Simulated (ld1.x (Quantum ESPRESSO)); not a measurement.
**silicon (Si): excitation energies, all-electron against TM**

```
Element                 : silicon
Generator               : ld1.x (Quantum ESPRESSO) 7.5
Type                    : norm-conserving Troullier–Martins (Kleinman–Bylander form)
Functional              : PBE
Relativity              : scalar-relativistic
Frozen core             : [He]
Valence charge          : 12
Reference configuration : 2s2 2p6 3s2 3p0 (charge +2)
Partial waves           : 2s (bound): rc 0.75 bohr; 2p (bound): rc 0.80 bohr; 3d channel at -0.1 Ry: rc 0.80 bohr
Local potential         : the d channel
Core correction         : none
```

Occupied shells without a wave of their own: 3s. They enter only through the test configuration that unscreens the potential.

Energies are relative to the spin-unpolarised reference configuration 2s2 2p6 3s2 3p0; without spin polarisation the order of configurations can differ from experiment.

```json
{"valence configuration": "2s2 2p6 3s2 3p2", "charge": "0", "ΔE all-electron (eV)": "-23.733", "error AE − PS (meV)": "-82"}
{"valence configuration": "2s2 2p6 3s2 3p1", "charge": "+1", "ΔE all-electron (eV)": "-15.993", "error AE − PS (meV)": "-59"}
{"valence configuration": "2s2 2p6 3s1 3p0", "charge": "+3", "ΔE all-electron (eV)": "33.971", "error AE − PS (meV)": "-236"}
{"valence configuration": "2s2 2p6 3s2 3p2.3", "charge": "-0.3", "ΔE all-electron (eV)": "-24.663", "error AE − PS (meV)": "-84"}
{"valence configuration": "2s2 2p6 3s2 3p1.5", "charge": "+0.5", "ΔE all-electron (eV)": "-20.811", "error AE − PS (meV)": "-74"}
{"valence configuration": "2s2 2p6 3s1 3p3", "charge": "0", "ΔE all-electron (eV)": "-16.919", "error AE − PS (meV)": "-288"}
```

Problem. What are ΔE and the potential's error for 2s1 2p6 3s2 3p2?

Solution. ΔE = 129.309 eV all-electron; the error (AE − PS) is -374 meV.

The 3s level has no wave, so the channel is fitted at the deeper level alone: the likely source of the large errors.
